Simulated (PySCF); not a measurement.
CH11NOSi3. Atoms are numbered in the order given.

```xyz
17

C     -4.0542    -0.2014    -0.2807
O     -2.7021    -0.2623    -0.6392
Si    -1.4563     0.2080     0.3685
Si     0.5655    -0.1616    -0.7528
N      1.8377     0.5677     0.2007
Si     3.3855    -0.0905     0.6523
H     -4.2752    -0.8164     0.6119
H     -4.6608    -0.5847    -1.1154
H     -4.3808     0.8342    -0.0696
H     -1.5072    -0.5562     1.6603
H     -1.5922     1.6616     0.7323
H      0.4789     0.3869    -2.1461
H      0.8707    -1.6206    -0.8495
H      1.6945     1.5468     0.4371
H      4.5210     0.4319    -0.1744
H      3.6910     0.2365     2.0797
H      3.3119    -1.5700     0.4755
```

The structure is a stationary point at PBE0-D3(BJ)/def2-SVP. This is a generated structure with no PubChem entry under its InChIKey; it may be hypothetical. Other conformers were not sampled.

Method: PBE/def2-TZVP run with PySCF.

ESP charges are fitted to the potential on shells at 1.4 to 2.0 van der Waals radii. Atomic charges (e):

```csv
atom,ESP fit,Mulliken,IAO,Löwdin
C1,-0.28,-0.22,-0.21,-0.39
O2,-0.20,-0.30,-0.61,0.06
Si3,0.19,0.23,0.65,0.05
Si4,0.18,0.20,0.58,0.09
N5,-0.50,-0.44,-0.91,-0.22
Si6,0.25,0.21,0.70,0.14
H7,0.12,0.11,0.13,0.10
H8,0.13,0.13,0.15,0.11
H9,0.12,0.11,0.13,0.10
H10,-0.05,-0.04,-0.13,-0.03
H11,-0.06,-0.05,-0.14,-0.04
H12,-0.05,-0.03,-0.13,-0.03
H13,-0.02,-0.02,-0.10,-0.02
H14,0.33,0.21,0.27,0.18
H15,-0.06,-0.04,-0.14,-0.05
H16,-0.07,-0.03,-0.13,-0.04
H17,-0.03,-0.02,-0.11,-0.03
```

Question: Give the Mayer and Wiberg (Löwdin basis) orders of the bonds. (Estimate from the structure and the level; the computed values follow.)

Answer: 
```tsv
bond	Mayer	Wiberg
C1–O2	0.99	1.56
O2–Si3	1.18	1.56
Si3–Si4	0.95	1.09
Si4–N5	1.10	1.42
N5–Si6	1.14	1.45
C1–H7	0.96	0.93
C1–H8	0.96	0.94
C1–H9	0.96	0.94
Si3–H10	0.91	0.92
Si3–H11	0.90	0.92
Si4–H12	0.91	0.92
Si4–H13	0.93	0.91
N5–H14	0.89	0.88
Si6–H15	0.93	0.96
Si6–H16	0.94	0.96
Si6–H17	0.95	0.95
```
